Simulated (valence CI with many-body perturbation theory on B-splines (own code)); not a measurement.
Level structure of Eu XXV

Level of theory: configuration interaction combined with many-body perturbation theory (CI+MBPT): three valence electrons over a frozen Dirac-Fock core [Kr], a basis of 9 s, 9 p, 10 d, 8 f, 5 g, 3 h, 1 i functions for each j, with the one-electron correlation potential Σ1 (screened to all orders), the two-electron term Σ2, the three-electron term Σ3, Breit, model QED; selected single and double excitations, second order for the rest (own B-spline code, finite nucleus).

No measured spectrum was set against this ion. As an estimate, terms of the open shell hold to 2 to 4 % of their energy, and close levels can change places. Only levels of the ground parity were solved; by the run's estimate the other parity begins above the list, which can be wrong where configurations are misplaced.

Levels 1 to 19 of 19, with energies above the lowest level, (4d3/2^3) J=3/2. "Leading %" is the weight of the configuration and term that name the level; weights of strongly mixed levels are sums over their largest components and can fall short. In the jj column 3d3/2^4 stands for four electrons in 3d with j = 3/2. Lifetimes count E1, E2, E3, M1 and M2 decay at the calculated energies, and are blank where another channel may lead or the interval is too uncertain; long ones can be off by a factor of two.

```tsv
No.	Configuration	Term	J	E (cm⁻¹)	Leading %	Lifetime	Leading jj	g
1	4d³	⁴F	3/2	0.0	65		4d3/2^3 (89 %)	0.590
2	4d³	⁴F	5/2	40170	90	496 μs	4d3/2^2 4d5/2 (95 %)	1.044
3	4d³	⁴P	3/2	58332	43	499 μs	4d3/2^2 4d5/2 (92 %)	1.290
4	4d³	⁴F	7/2	59695	59	5.62 ms	4d3/2^2 4d5/2 (81 %)	1.113
5	4d³	²G	9/2	65480	43	468 ms	4d3/2^2 4d5/2 (92 %)	1.100
6	4d³	⁴P	1/2	68098	65	1.45 ms	4d3/2^2 4d5/2 (98 %)	1.976
7	4d³	⁴P	5/2	103770	75	880 μs	4d3/2^2 4d5/2 (60 %)	1.471
8	4d³	²G	7/2	105040	57	196 μs	4d3/2 4d5/2^2 (87 %)	1.034
9	4d³	⁴F	9/2	111440	52	346 μs	4d3/2 4d5/2^2 (85 %)	1.130
10	4d³	²D	3/2	123380	42	127 μs	4d3/2 4d5/2^2 (97 %)	1.158
11	4d³	²P	1/2	129320	65	224 μs	4d3/2 4d5/2^2 (98 %)	1.356
12	4d³	²H	11/2	134840	100	721 μs	4d3/2 4d5/2^2 (100 %)	1.089
13	4d³	²D	5/2	142210	80	320 μs	4d3/2 4d5/2^2 (63 %)	1.155
14	4d³	²F	5/2	149460	61	380 μs	4d3/2 4d5/2^2 (88 %)	1.049
15	4d³	²F	7/2	156550	89	468 μs	4d3/2 4d5/2^2 (94 %)	1.116
16	4d³	²G	9/2	172570	57	140 μs	4d5/2^3 (92 %)	1.117
17	4d³	²P	3/2	180530	52	139 μs	4d5/2^3 (59 %)	1.152
18	4d³	²D	3/2	218610	90	131 μs	4d3/2 4d5/2^2 (59 %)	0.864
19	4d³	²D	5/2	233330	71	74.8 μs	4d5/2^3 (84 %)	1.157
```

Where two levels of one J and parity lie close, their mixing, g and order are uncertain.

The ionisation energy to 4d² ³F2 of the next ion comes out as 796.74 eV (NIST: 795 ± 4 eV (theoretical)). All 19 levels together are meant to be complete up to 242650 cm⁻¹.
